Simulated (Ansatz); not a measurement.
Computed with Ansatz on PBE0-D4/def2-TZVP structures; ΔE is electronic, products minus reactants. CCSD(T)/CBS adds triple-zeta CCSD(T) − MP2 to the extrapolated MP2 energy (def2 sets, frozen cores). This one scheme is used for every species. Functionals use def2-TZVPP. B3LYP here is the variant with VWN-RPA as its local correlation; programs differ in this. One conformer a species, not always the lowest.

`CCCCCCCCCCS` + H₂ → `CCCCCCCCC` + CH₃SH  (hydrogenolysis of a C–C bond)

`CCCCCCCCCCS`:

```xyz
33

C    -0.253   -1.531   -4.584
C    -0.845   -0.271   -3.976
C    -0.950   -0.333   -2.461
C    -1.542    0.927   -1.851
C    -1.740    0.867   -0.343
C    -0.451    0.763    0.458
C    -0.690    0.777    1.960
C     0.577    0.765    2.803
C     1.400   -0.508    2.662
C     2.646   -0.539    3.530
S     2.187   -0.538    5.291
H    -0.859   -2.408   -4.341
H    -0.189   -1.462   -5.673
H     0.756   -1.714   -4.204
H    -1.841   -0.091   -4.399
H    -0.237    0.596   -4.259
H    -1.565   -1.197   -2.176
H     0.046   -0.522   -2.045
H    -2.508    1.128   -2.329
H    -0.901    1.783   -2.098
H    -2.387    0.015   -0.097
H    -2.284    1.761   -0.018
H     0.209    1.598    0.189
H     0.082   -0.150    0.176
H    -1.274    1.668    2.215
H    -1.316   -0.081    2.235
H     1.202    1.627    2.537
H     0.307    0.903    3.855
H     0.775   -1.378    2.895
H     1.723   -0.628    1.623
H     3.273    0.332    3.322
H     3.223   -1.441    3.323
H     3.425   -0.719    5.777
```

H₂:

```xyz
2

H     0.209   -0.161    0.263
H    -0.209    0.161   -0.263
```

`CCCCCCCCC`:

Cartesian coordinates in Å:
```
C 1.345 0.780 2.730
C 0.071 1.546 2.413
C 0.176 2.439 1.181
C 0.531 1.718 -0.114
C -0.455 0.635 -0.517
C -0.123 0.003 -1.862
C -1.040 -1.154 -2.265
C -0.529 -2.542 -1.896
C -0.315 -2.782 -0.410
H 1.246 0.215 3.660
H 1.597 0.067 1.941
H 2.196 1.459 2.842
H -0.197 2.172 3.271
H -0.758 0.841 2.290
H 0.928 3.214 1.370
H -0.775 2.966 1.045
H 1.532 1.279 -0.033
H 0.598 2.458 -0.920
H -0.495 -0.138 0.255
H -1.466 1.062 -0.564
H -0.164 0.788 -2.625
H 0.918 -0.345 -1.853
H -1.194 -1.133 -3.348
H -2.031 -1.000 -1.819
H -1.235 -3.286 -2.279
H 0.414 -2.720 -2.427
H -0.013 -3.815 -0.220
H 0.468 -2.136 -0.004
H -1.229 -2.593 0.159
```

CH₃SH:

```xyz
6

C    -0.196   -0.263    0.365
S     1.151    0.378   -0.653
H    -0.728    0.538    0.876
H     0.269   -0.904    1.115
H    -0.891   -0.863   -0.222
H     0.395    1.115   -1.482
```

```json
{"level": "PBE-D4", "ΔE (kcal/mol)": "-11.5", "difference from CCSD(T)/CBS": "-0.4"}
{"level": "r2SCAN-D4", "ΔE (kcal/mol)": "-11.9", "difference from CCSD(T)/CBS": "-0.8"}
{"level": "PBE0-D4", "ΔE (kcal/mol)": "-12.1", "difference from CCSD(T)/CBS": "-1.0"}
{"level": "B3LYP-D4", "ΔE (kcal/mol)": "-12.7", "difference from CCSD(T)/CBS": "-1.6"}
{"level": "ωB97X-V", "ΔE (kcal/mol)": "-12.3", "difference from CCSD(T)/CBS": "-1.2"}
{"level": "ωB97M-V", "ΔE (kcal/mol)": "-12.3", "difference from CCSD(T)/CBS": "-1.2"}
{"level": "B2PLYP", "ΔE (kcal/mol)": "-13.2", "difference from CCSD(T)/CBS": "-2.1"}
{"level": "PBE", "ΔE (kcal/mol)": "-12.8", "difference from CCSD(T)/CBS": "-1.7"}
{"level": "r2SCAN", "ΔE (kcal/mol)": "-12.3", "difference from CCSD(T)/CBS": "-1.2"}
{"level": "PBE0", "ΔE (kcal/mol)": "-13.2", "difference from CCSD(T)/CBS": "-2.1"}
{"level": "B3LYP", "ΔE (kcal/mol)": "-14.6", "difference from CCSD(T)/CBS": "-3.5"}
{"level": "HF/def2-TZVPP", "ΔE (kcal/mol)": "-16.4", "difference from CCSD(T)/CBS": "-5.3"}
{"level": "MP2/def2-TZVPP", "ΔE (kcal/mol)": "-10.5", "difference from CCSD(T)/CBS": "0.6"}
{"level": "SCS-MP2/def2-TZVPP", "ΔE (kcal/mol)": "-11.7", "difference from CCSD(T)/CBS": "-0.6"}
{"level": "CCSD/def2-TZVPP", "ΔE (kcal/mol)": "-12.8", "difference from CCSD(T)/CBS": "-1.7"}
{"level": "CCSD(T)/def2-TZVPP", "ΔE (kcal/mol)": "-11.7", "difference from CCSD(T)/CBS": "-0.6"}
{"level": "HF/def2-QZVPP", "ΔE (kcal/mol)": "-16.4", "difference from CCSD(T)/CBS": "-5.3"}
{"level": "MP2/def2-QZVPP", "ΔE (kcal/mol)": "-10.2", "difference from CCSD(T)/CBS": "0.9"}
{"level": "SCS-MP2/def2-QZVPP", "ΔE (kcal/mol)": "-11.4", "difference from CCSD(T)/CBS": "-0.3"}
{"level": "HF/CBS(def2)", "ΔE (kcal/mol)": "-16.4", "difference from CCSD(T)/CBS": "-5.3"}
{"level": "MP2/CBS(def2)", "ΔE (kcal/mol)": "-9.9", "difference from CCSD(T)/CBS": "1.2"}
{"level": "CCSD/CBS(def2)", "ΔE (kcal/mol)": "-12.2", "difference from CCSD(T)/CBS": "-1.1"}
{"level": "CCSD(T)/CBS", "ΔE (kcal/mol)": "-11.1", "difference from CCSD(T)/CBS": "0"}
```

Largest T1 diagnostic among the species: 0.009.

The D4 term adds +1.9 kcal/mol with B3LYP and +1.1 kcal/mol with PBE0; it sums over pairs of atoms, weighted by their polarisabilities, and B3LYP, whose exchange is more repulsive, gets the larger term. In def2-TZVPP, CCSD(T) changes the Hartree–Fock value by +4.7 kcal/mol (the triples alone add +1.1 kcal/mol) and MP2 by +5.9 kcal/mol.
